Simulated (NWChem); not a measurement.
# CH5NOPb, singlet; SMILES C[O][Pb][NH2]

```xyz
9

Pb     0.2819    -0.4398     0.0877
O      0.6500     1.6456     0.1436
C     -0.3174     2.6318     0.0627
H     -1.0636     2.5915     0.8859
H      0.1560     3.6313     0.1176
H     -0.8966     2.6098    -0.8861
N     -1.8343    -0.2215    -0.1093
H     -2.3229     0.6687    -0.1465
H     -2.4910    -0.9932    -0.1794
```
Atoms are numbered in this order, from 1.

Level: PBE0/def2-SVP with def2 effective core potentials on Pb (NWChem), optimised geometry, unscaled harmonic frequencies. Low-valent species are run as closed-shell singlets; no triplet was tried in these runs. def2 effective core potentials on Pb; no spin-orbit coupling.

**Question.** List the harmonic frequencies with IR intensities, and the thermochemistry.

**Answer.** 
```json
[
 {"frequency (cm⁻¹)": "78", "IR intensity (km/mol)": "0.3"},
 {"frequency (cm⁻¹)": "136", "IR intensity (km/mol)": "15.9"},
 {"frequency (cm⁻¹)": "140", "IR intensity (km/mol)": "0.7"},
 {"frequency (cm⁻¹)": "229", "IR intensity (km/mol)": "5.3"},
 {"frequency (cm⁻¹)": "271", "IR intensity (km/mol)": "200.1"},
 {"frequency (cm⁻¹)": "390", "IR intensity (km/mol)": "2.5"},
 {"frequency (cm⁻¹)": "469", "IR intensity (km/mol)": "71.4"},
 {"frequency (cm⁻¹)": "545", "IR intensity (km/mol)": "57.8"},
 {"frequency (cm⁻¹)": "587", "IR intensity (km/mol)": "32.7"},
 {"frequency (cm⁻¹)": "1160", "IR intensity (km/mol)": "183.0"},
 {"frequency (cm⁻¹)": "1174", "IR intensity (km/mol)": "0.4"},
 {"frequency (cm⁻¹)": "1188", "IR intensity (km/mol)": "43.6"},
 {"frequency (cm⁻¹)": "1462", "IR intensity (km/mol)": "17.4"},
 {"frequency (cm⁻¹)": "1467", "IR intensity (km/mol)": "2.4"},
 {"frequency (cm⁻¹)": "1476", "IR intensity (km/mol)": "40.7"},
 {"frequency (cm⁻¹)": "1497", "IR intensity (km/mol)": "10.0"},
 {"frequency (cm⁻¹)": "2946", "IR intensity (km/mol)": "129.6"},
 {"frequency (cm⁻¹)": "3001", "IR intensity (km/mol)": "83.1"},
 {"frequency (cm⁻¹)": "3049", "IR intensity (km/mol)": "67.4"},
 {"frequency (cm⁻¹)": "3577", "IR intensity (km/mol)": "10.2"},
 {"frequency (cm⁻¹)": "3697", "IR intensity (km/mol)": "18.5"}
]
```

zero-point energy: 40.8 kcal/mol
thermal correction to the enthalpy at 298.15 K (with zero-point energy): 45.7 kcal/mol
heat capacity Cv: 21.3 cal/(mol K)
entropy at 298.15 K and 1 atm (symmetry number 1): 85.3 cal/(mol K)

Rigid rotor and harmonic oscillator; modes under 100 cm⁻¹ make the entropy uncertain.
